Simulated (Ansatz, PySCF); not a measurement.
Three-fold rotor about C1–Si2 in CH3BrSi (SMILES C[Si]Br); single points on GFN2-xTB geometries with the dihedral held.
Staggered geometry (60°) (charge 0, multiplicity 1):
```
atom    x (Å)    y (Å)    z (Å)
----  -------  -------  -------
C     -0.6217  -0.0027   0.0001
Si     0.8868   1.1690  -0.1176
Br     2.4891  -0.3159   0.6152
H     -0.7681  -0.3563   1.0216
H     -1.5391   0.4933  -0.3122
H     -0.4894  -0.8820  -0.6318
```

Cores are frozen in the correlated methods. Filled d and f shells under p-block atoms count as core. CBS: X⁻³ extrapolation of the correlation energy, Hartree–Fock from the larger set. MP2 and its Hartree–Fock in def2-QZVPP are density fitted. Rows in 6-31G* carry no dispersion term and start afresh at each structure (6-31G* with six Cartesian d functions); the Pople sets are all-electron and without relativity.

Programs: Ansatz (a quantum-chemistry and plane-wave program); PySCF for 6-31G* rows. Each number belongs to the level named beside it.

Energies above the staggered point (kcal/mol):

```json
[
 {"dihedral (°)": "0", "PBE/def2-TZVPP": "0.528", "B3LYP/6-31G*": "0.598", "MP2/CBS(def2-TZVPP, def2-QZVPP) + ΔCCSD(T)/def2-TZVPP": "0.703"},
 {"dihedral (°)": "20", "PBE/def2-TZVPP": "0.383", "B3LYP/6-31G*": "0.439", "MP2/CBS(def2-TZVPP, def2-QZVPP) + ΔCCSD(T)/def2-TZVPP": "0.495"},
 {"dihedral (°)": "40", "PBE/def2-TZVPP": "0.114", "B3LYP/6-31G*": "0.131", "MP2/CBS(def2-TZVPP, def2-QZVPP) + ΔCCSD(T)/def2-TZVPP": "0.132"},
 {"dihedral (°)": "60", "PBE/def2-TZVPP": "0.000", "B3LYP/6-31G*": "0.000", "MP2/CBS(def2-TZVPP, def2-QZVPP) + ΔCCSD(T)/def2-TZVPP": "0.000"},
 {"dihedral (°)": "80", "PBE/def2-TZVPP": "0.130", "B3LYP/6-31G*": "0.158", "MP2/CBS(def2-TZVPP, def2-QZVPP) + ΔCCSD(T)/def2-TZVPP": "0.151"},
 {"dihedral (°)": "100", "PBE/def2-TZVPP": "0.377", "B3LYP/6-31G*": "0.426", "MP2/CBS(def2-TZVPP, def2-QZVPP) + ΔCCSD(T)/def2-TZVPP": "0.487"},
 {"dihedral (°)": "120", "PBE/def2-TZVPP": "0.525", "B3LYP/6-31G*": "0.594", "MP2/CBS(def2-TZVPP, def2-QZVPP) + ΔCCSD(T)/def2-TZVPP": "0.700"}
]
```

Moments of inertia of the two ends about the bond: 3.118 and 416.606 u Å².

### Question
Fit V = V₃/2 (1 − cos 3φ) + V₆/2 (1 − cos 6φ), φ counted from the staggered point, and estimate the harmonic torsional frequency.

### Answer

V₃ is the energy at φ = 60°; at φ = 20° (mean of both sides) V = 0.25 V₃ + 0.75 V₆. The reduced moment I₁I₂/(I₁ + I₂) = 3.094 u Å² gives F = 16.8576/I = 5.448 cm⁻¹ (a rough rule where the frame isn't a symmetric top). Near the minimum V = kφ²/2 with k = (9V₃ + 36V₆)/2, and ω = √(2Fk), with 1 kcal/mol = 349.755 cm⁻¹.
- PBE/def2-TZVPP: V₃ = 0.53, V₆ = -0.013 kcal/mol, k = 748 cm⁻¹/rad², ω = 90 cm⁻¹
- B3LYP/6-31G*: V₃ = 0.60, V₆ = -0.007 kcal/mol, k = 899 cm⁻¹/rad², ω = 99 cm⁻¹
- MP2/CBS(def2-TZVPP, def2-QZVPP) + ΔCCSD(T)/def2-TZVPP: V₃ = 0.70, V₆ = -0.045 kcal/mol, k = 820 cm⁻¹/rad², ω = 95 cm⁻¹
